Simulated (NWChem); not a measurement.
System: C₃H₃F₃; SMILES CC(F)=C(F)F

Here is an NWChem input.

```
start job
memory heap 200 mb stack 900 mb global 1100 mb
geometry units angstroms noautoz
  C     -1.168924    -1.525095     0.000000
  C      0.025992    -0.638618     0.000000
  F      1.224663    -1.269541     0.000000
  C      0.027726     0.690952     0.000000
  F     -1.082811     1.423856     0.000000
  F      1.118498     1.442755     0.000000
  H     -2.087775    -0.934468     0.000000
  H     -1.168111    -2.173180    -0.885102
  H     -1.168111    -2.173180     0.885102
end
basis spherical
  * library def2-svp
end
dft
  xc xpbe96 cpbe96
  iterations 150
  mulliken
end
task dft energy
```

Coordinates come from a B3LYP/6-31G* (spherical d) optimisation.

Task: Give the results of this calculation. (PBE/def2-SVP.) Quantities: energy (Ha); highest occupied level (eV); orbital gap (eV); dipole (D).

Result: 
| Quantity | Value |
|---|---|
| energy (Ha) | -414.87 |
| highest occupied level (eV) | -5.60 |
| orbital gap (eV) | 5.51 |
| dipole (D) | 1.67 |
